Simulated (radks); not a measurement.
Problem. Rh5+, configuration [Ar] 3d10 4s1 4p6 4d5 (not the ground configuration). Calculated with a radial shooting solver on a logarithmic mesh with Libxc functionals: scalar-relativistic Kohn-Sham, PBE, spin-polarised, spherical densities, finite nucleus; open shells are filled with parallel spins first (spin-orbit coupling, left out, can overturn this in heavy ions); Fermi nuclear charge, rms radius 4.4945 fm. Some entries of the table are withheld. Estimate them.

orbital,occ.,eigenvalue (hartree),r(max) (bohr)
1s up,1,-849.5069,0.02118
1s down,1,-849.4968,0.02118
2s up,1,-125.6178,0.1198
2s down,1,-125.5705,0.1198
2p up,3,-112.8760,0.09576
2p down,3,-112.8382,0.09575
3s up,1,-24.76925,0.3513
3s down,1,-24.73749,0.3514
3p up,3,-20.58212,0.3444
3p down,3,-20.54680,0.3446
3d up,5,-13.89347,0.2911
3d down,5,-13.84469,0.2914
4s up,1,-5.77807,0.8739
4s down,0,-5.54647,0.8701
4p up,3,-4.55313,(1)
4p down,3,-4.31917,(2)
4d up,5,-2.73820,1.060
4d down,0,-2.51734,1.062

Solution. 
(1) 4p up r(max) (bohr): 0.9291
(2) 4p down r(max) (bohr): 0.9257
